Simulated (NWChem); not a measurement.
System: CH5FOSi2; SMILES O=C([SiH3])[SiH2]F

The following NWChem deck was run.

```
start job
memory heap 200 mb stack 900 mb global 1100 mb
geometry units angstroms noautoz
  O     -1.801338    -0.841526    -0.001541
  C     -0.650895    -0.450969     0.004660
  Si     0.854952    -1.687921    -0.001030
  Si    -0.398305     1.465902     0.019476
  F      1.206700     1.753530     0.017590
  H      1.685792    -1.418504     1.210876
  H      0.349258    -3.089260    -0.000377
  H      1.675771    -1.416468    -1.219357
  H     -1.000908     2.059201    -1.204312
  H     -0.994140     2.038949     1.256239
end
basis spherical
  * library pcseg-2
end
dft
  xc b3lyp
  iterations 150
  semidirect filesize 400000000
  mulliken
end
task dft energy
```

All runs use the structure optimised with PBE0/def2-SVP.

### Question
Give the results of this calculation. (B3LYP/pcseg-2.) Quantities: basis functions; energy (Ha); highest occupied level (eV); orbital gap (eV); dipole (D).

### Answer
```
Property                      Result
---------------------------  -------
number of basis functions        228
energy (Ha)                  -795.36
highest occupied level (eV)    -6.62
orbital gap (eV)                4.12
dipole (D)                      0.68
```
